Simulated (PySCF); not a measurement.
**Sm⁶⁰⁺: ionisation energy**

Sm⁶⁰⁺ 1s2 (1S) → Sm⁶¹⁺ 1s1 (2S), as a difference of total energies. Computed with PySCF 2.14 in an even-tempered Gaussian basis (15 s from 150 bohr⁻², ratio 2.2; 7 p from 230 bohr⁻², ratio 2.4; 4 d from 690 bohr⁻², ratio 2.4; 3 f from 1000 bohr⁻², ratio 2.4; 3 g from 1500 bohr⁻², ratio 2.4), with the non-relativistic Hamiltonian (point nucleus). Correlated levels: nothing frozen; virtual orbitals above 40 to 60 times the deepest correlated orbital energy dropped. The calculations carry no spin-orbit coupling.

```json
{"method": "UHF", "ionisation energy (eV)": "51248.8", "difference from reference (eV)": "-2737.3"}
{"method": "LDA", "ionisation energy (eV)": "51181.2", "difference from reference (eV)": "-2804.9"}
{"method": "PBE", "ionisation energy (eV)": "51239.3", "difference from reference (eV)": "-2746.8"}
{"method": "PBE0", "ionisation energy (eV)": "51242.0", "difference from reference (eV)": "-2744.1"}
{"method": "r2SCAN", "ionisation energy (eV)": "51250.2", "difference from reference (eV)": "-2735.9"}
{"method": "B97-3", "ionisation energy (eV)": "51247.0", "difference from reference (eV)": "-2739.1"}
{"method": "BLYP", "ionisation energy (eV)": "51245.9", "difference from reference (eV)": "-2740.2"}
{"method": "MP2 (all electrons)", "ionisation energy (eV)": "51250.1", "difference from reference (eV)": "-2736.0"}
{"method": "SCS-MP2 (all electrons)", "ionisation energy (eV)": "51250.3", "difference from reference (eV)": "-2735.8"}
```

Reference: 53986.12 ± 0.07 eV (theoretical estimate listed by NIST; NIST Atomic Spectra Database, ionization energies).

The gap to the reference is mostly relativistic.
